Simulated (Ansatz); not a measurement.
Z-matrix (Å, degrees):
```
O
Si 1 1.6236
Si 1 1.6506 2 144.20
C 2 1.6908 1 125.79 3 1.25
H 4 1.0814 2 124.48 1 0.19
H 4 1.0828 5 116.07 2 -179.80
H 2 1.4672 1 109.30 3 -178.72
H 3 1.4767 1 107.57 2 -169.44
H 3 1.4791 8 110.15 1 119.23
H 3 1.4795 8 110.17 9 121.11
```
Charge 0, spin multiplicity 1.

Method: Ansatz (a program for electronic structure) with frozen-core CCSD(T)/cc-pVTZ // B3LYP-D3(BJ)/def2-TZVP.

```yaml
HF energy: -694.19062 Ha
MP2 correlation energy: -0.64395 Ha
```

Problem. Estimate the CCSD correlation energy, the (T) correction, the total energy and the T1 diagnostic.

Solution. 
The CCSD correlation energy is -0.68665 Ha and the (T) correction is -0.02684 Ha. The CCSD(T) total energy is -694.90412 Ha. The T1 diagnostic is 0.013.
